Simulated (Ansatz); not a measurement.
Total energies of the cluster Pd₃H₂⁻ from Ansatz at r2SCAN-D4/def2-TZVPD, gas phase (1 Eh = 27.2114 eV = 2625.5 kJ/mol). The reference geometry is relaxed at PBE-D4/def2-TZVPD.

```xyz
5

Pd   -0.388    0.632    0.517
Pd    1.317   -0.223   -1.451
Pd    0.321   -1.794    0.330
H    -1.349    0.543    1.807
H     0.099    0.843   -1.202
```

```
            state                      geometry  energy (Eh)
charge -1 doublet                     reference   -385.12961
 charge 0 singlet                     reference   -385.05181
charge -1 quartet  relaxed at PBE-D4/def2-TZVPD   -385.10544
```

In the def2 sets Pd takes a core potential; there is no spin–orbit coupling.

Work out the vertical ionisation energy to the singlet.

E(charge 0 singlet) − E(charge -1 doublet) = -385.05181 − (-385.12961) = 0.07780 Eh = 2.12 eV. For comparison, −ε of the highest occupied level of the spin that leaves is -0.20 eV at this level, 2.32 eV less.

Which of the charge -1 states is lowest, and how far above it are the others?

The doublet. quartet: -385.10544 − (-385.12961) = 0.02417 Eh = 63.5 kJ/mol.

At r2SCAN-D4/def2-TZVPD the highest occupied level of the charge -1 doublet lies above zero (up to 0.20 eV). By energy differences its removal costs 2.12 eV (vertical, to the charge 0 singlet, at r2SCAN-D4/def2-TZVPD); a positive level beside a positive removal energy at the same level points to self-interaction error. At r2SCAN-D4/def2-TZVPD the highest occupied level of the charge -1 quartet lies above zero (up to 0.04 eV). It is a level of α spin, whose loss leaves a triplet; that state wasn't run at this geometry and level. The electron is either unbound and held by the finite basis, or the level is raised by self-interaction error. A triplet lies near this restricted singlet, and broken spin symmetry wasn't tried. 

The structure comes from a short search, and lower isomers may exist.
